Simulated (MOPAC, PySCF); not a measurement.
HF₃Ge, SMILES `[F][GeH]([F])[F]`, neutral singlet in the gas phase. 

Cartesian coordinates (Å):
SMILES: [F][GeH]([F])[F]
```xyz
5

F     -1.3145    -0.9370    -0.4857
Ge     0.0127    -0.0096     0.0874
F     -0.3077     1.6196    -0.3522
F      1.3797    -0.5000    -0.8296
H      0.2298    -0.1730     1.5801
```
Charge 0, multiplicity 1.

All levels are single points at this geometry (B3LYP-D3(BJ)/def2-TZVP); Pople sets use spherical d functions. Orbital energies aren't observables, and empty levels follow the basis.

| level | HOMO (eV) | LUMO (eV) | gap (eV) | dipole (D) | vertical IE, Delta-SCF (eV) |
|---|---|---|---|---|---|
| B3LYP-D3(BJ)/def2-TZVP in PySCF | -11.13 | -1.02 | 10.11 | 2.50 | – |
| PBE-D3(BJ)/def2-TZVP in PySCF | -9.59 | -1.71 | 7.88 | 2.33 | – |
| B3LYP/6-311+G** (LANL2DZ on Ge) in PySCF | -11.48 | -1.25 | 10.23 | 3.00 | – |
| B3LYP/LANL2DZ in PySCF | -11.42 | -1.39 | 10.04 | 3.17 | – |
| BP86/6-31G* in PySCF | -9.31 | -1.50 | 7.81 | 2.23 | – |
| PBE/6-31G* in PySCF | -9.19 | -1.41 | 7.78 | 2.21 | 12.92 |
| HF/3-21G in PySCF | -15.16 | 4.05 | 19.21 | 2.92 | – |
| HF/6-31G* in PySCF | -15.47 | 3.69 | 19.16 | 2.78 | 14.49 |
| HF/STO-3G in PySCF | -10.66 | 10.53 | 21.20 | 1.58 | – |
| AM1 in MOPAC | -13.05 | -0.17 | 12.88 | 2.51 | – |
| PM3 in MOPAC | -12.67 | -0.01 | 12.67 | 2.15 | – |
| PM6 in MOPAC | -12.96 | -0.29 | 12.66 | 3.72 | – |
| PM7 in MOPAC | -12.34 | -0.95 | 11.39 | 4.57 | – |
